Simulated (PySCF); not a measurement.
Species: B₃FH₅N₃.
Bonds: F1–B2, B2–N3, N3–B4, B4–N5, N5–B6, B6–N7, B2–N7. Hydrogens: H8 on N3; H9 on B4; H10 on N5; H11 on B6; H12 on N7.

The closed-shell ground state was solved at several levels (PySCF, density fitting, gas phase, non-relativistic). Geometry: GFN2-xTB; no solvent, vibrations or thermal averaging.

```csv
level,basis functions,total energy (Eh),HOMO (eV),LUMO (eV),gap (eV),dipole (D)
PBE0/pcSseg-1,144,-341.5584,-8.17,0.31,8.48,1.05
B3LYP/def2-SVPD,183,-341.7650,-7.98,-0.08,7.90,1.08
```

(1) Estimate the row for B3LYP/pcJ-1, a basis of 239 functions; the other rows only guide the guess.

(2) Over all these levels, which gives the widest orbital gap and which the narrowest?

(3) How far do the dipole and the HOMO energy spread over the levels?

## Answers

(1) Total energy -342.0080 Eh, HOMO -7.88 eV, LUMO 0.12 eV, gap 8.00 eV, dipole 1.04 D.

(2) PBE0/pcSseg-1 (global hybrid, 25 % exact exchange) has the widest, 8.48 eV, and B3LYP/def2-SVPD (global hybrid, 20 % exact exchange) the narrowest, 7.90 eV. Functional and basis both differ between the two, so the spread mixes both effects.

(3) The dipole runs from 1.04 to 1.08 D (mean 1.06 D) and the HOMO from -8.17 to -7.88 eV.
